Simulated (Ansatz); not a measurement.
Species: [B(Cl)3(H2O)] (charge 0, multiplicity 1).

Task: Give a relaxed geometry from B3LYP-D3(BJ)/def2-SVP run with Ansatz (a first-principles code).

Result: Several could match; the one computed here: the end point of this relaxation, one of several conformers.
Z-matrix (Å, degrees):
```
B
O 1 1.6783
H 2 0.9762 1 105.70
H 2 0.9762 3 107.79 1 -112.65
Cl 1 1.7975 2 105.87 3 122.70
Cl 1 1.8335 2 101.50 3 -116.32
Cl 1 1.8336 2 101.54 3 1.73
```
